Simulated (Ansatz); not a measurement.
Species: C22H28 rod of 4 cages `C1C2CC3C4CC56CC7CC8C9CC(C2)(C(C14)C85)C3C6C9C7` (charge 0, multiplicity 1).

Problem. What HOMO, LUMO and vertical ionisation energy (Delta-SCF) does PBE0-D3(BJ)/def2-SVP // PBE-D3(BJ)/def2-SVP (Ansatz, a program for electronic structure) give?

Solution. 
| Item | Result |
|---|---|
| HOMO | -7.02 eV |
| LUMO | 1.30 eV |
| vertical ionisation energy (Delta-SCF) | 8.35 eV |
